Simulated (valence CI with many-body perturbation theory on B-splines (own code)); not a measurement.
# Si⁸⁺: what the settings do

Calculated by valence CI with perturbative core correlation (CI+MBPT): four valence electrons over a frozen Dirac-Fock core [He], radial functions for each j: 6 s, 6 p, 5 d, 3 f, 1 g, with the one-electron correlation potential Σ1, the two-electron term Σ2, the three-electron term Σ3, Breit, model QED; selected CI, second order for the rest, scaled by the run's own slope (own B-spline code, finite nucleus).

No measured levels were compared; by estimate levels of excited configurations hold to 0.05 to 0.15 % of their energy, terms of the ground configuration to about 0.5 %.

The reference run has the lowest level 2s2 2p2 3P_0 and an ionisation energy of 351.173 eV. Its largest variational space holds 11161 state functions.

| Level | Reference (cm⁻¹) | Shift (cm⁻¹) |
| --- | --- | --- |
| 2s2 2p2 3P_1 | 2538 | -8.1 |
| 2s2 2p2 3P_2 | 6407 | -19 |
| 2s2 2p2 1D_2 | 53265 | -16 |
| 2s2 2p2 1S_0 | 108326 | +1.8 |
| 2s 2p3 5S°_2 | 149798 | +306 |
| 2s 2p3 3D°_3 | 292399 | +310 |
| 2s 2p3 3D°_2 | 292457 | +312 |
| 2s 2p3 3D°_1 | 292600 | +312 |
| 2s 2p3 3P°_1 | 344368 | +310 |
| 2s 2p3 3P°_0 | 344417 | +310 |
| 2s 2p3 3P°_2 | 344479 | +309 |
| 2s 2p3 1D°_2 | 441078 | +322 |

The ionisation energy moves by -0.006 eV.

Which of these changes was made?
A. QED terms on → off
B. hole-hole ladder in Σ2 on → off
C. correlating orbitals by l 3 3 3 2 1 → 3 5 4 3 1

A. QED terms on → off.
